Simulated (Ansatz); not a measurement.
Reaction (formal hydrolysis of a C–F bond): `FC1[SiH2]S1` + H₂O → `OC1[SiH2]S1` + H–F

Isolated molecules relaxed with PBE0-D4/def2-TZVP in Ansatz; ΔE leaves out vibrations. CCSD(T)/CBS is the MP2 limit (def2-TZVPP, def2-QZVPP) plus CCSD(T) − MP2 in def2-TZVPP, frozen cores. This one scheme is used for every species. Functionals use def2-TZVPP. B3LYP here is the variant with VWN-RPA as its local correlation; programs differ in this. HSE06 is defined as in plane-wave codes. Each species was taken in one conformer, which may not be the lowest.

```
             level  ΔE (kJ/mol)  difference from CCSD(T)/CBS
       LDA (SPW92)         -8.4                          2.0
         revPBE-D4         -8.6                          1.8
         r2SCAN-D4         -4.3                          6.1
            B97M-V         -1.8                          8.6
          B3LYP-D4         -5.5                          4.9
        r2SCAN0-D4         -7.2                          3.2
          HSE06-D4         -8.6                          1.8
          BHLYP-D4         -6.4                          4.0
      CAM-B3LYP-D4         -3.7                          6.7
           ωB97X-V         -4.1                          6.3
           ωB97M-V         -4.7                          5.7
            B2PLYP         -6.3                          4.1
          PBE-QIDH        -11.3                         -0.9
               PBE         -3.9                          6.5
            revPBE         -2.5                          7.9
              BLYP          0.7                         11.1
            r2SCAN         -3.8                          6.6
              PBE0         -6.6                          3.8
             B3LYP         -2.0                          8.4
           r2SCANh         -4.9                          5.5
           r2SCAN0         -6.6                          3.8
             HSE06         -6.8                          3.6
             BHLYP         -3.7                          6.7
         CAM-B3LYP         -1.8                          8.6
           LC-ωPBE         -4.3                          6.1
RPA@PBE/def2-TZVPP         -7.9                          2.5
      MP2/def2-SVP        -16.9                         -6.5
     CCSD/def2-SVP        -12.0                         -1.6
  CCSD(T)/def2-SVP        -12.7                         -2.3
     HF/def2-TZVPP         -3.2                          7.2
    MP2/def2-TZVPP        -15.7                         -5.3
SCS-MP2/def2-TZVPP        -11.7                         -1.3
   CCSD/def2-TZVPP         -9.6                          0.8
CCSD(T)/def2-TZVPP        -10.7                         -0.3
     HF/def2-QZVPP         -2.8                          7.6
    MP2/def2-QZVPP        -15.4                         -5.0
SCS-MP2/def2-QZVPP        -11.6                         -1.2
      HF/CBS(def2)         -2.7                          7.7
     MP2/CBS(def2)        -15.4                         -5.0
    CCSD/CBS(def2)         -9.3                          1.1
       CCSD(T)/CBS        -10.4                            0
```

Largest T1 diagnostic among the species: 0.014.

The D4 term adds −3.5 kJ/mol with B3LYP and −1.9 kJ/mol with PBE0; it sums over pairs of atoms, weighted by their polarisabilities, and B3LYP, whose exchange is more repulsive, gets the larger term. Leaving LDA and LC-ωPBE aside and taking each functional with its dispersion term where it has one, the values spread over 9.5 kJ/mol, from PBE-QIDH to B97M-V. LDA lies −4.5 kJ/mol from PBE without D4.
